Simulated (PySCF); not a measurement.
These are PySCF 2.14.0 with PBE0-D4/def2-TZVP values and carry that method's errors. Isolated molecules, 0 K electronic values unless said otherwise. One relaxed conformer stands for a flexible species; it need not be the lowest. Delta-SCF ions had no search for a lower state. 

Reference species (SMILES): `[SiH2](O)[AlH2]` (neutral, multiplicity 1).

```yaml
HOMO: -7.23 eV
vertical ionisation energy (Delta-SCF): 9.29 eV
HOMO–LUMO gap: 5.12 eV
```

After one change: the HOMO falls by 0.88 eV; the vertical ionisation energy (Delta-SCF) goes up by 0.83 eV; the HOMO–LUMO gap goes up by 3.42 eV.

Task: Name the change that produced these shifts. The new species is one of these.
A. `[C-]#[N+][SiH2]O`
B. `O[SiH2]C1CC1` (H–O–Si–C torsion 56°, O–Si–C–C torsion -156°)
C. `C#C[SiH2]O`
D. `N#C[SiH2]O`

Result: B, `O[SiH2]C1CC1` (H–O–Si–C torsion 56°, O–Si–C–C torsion -156°)
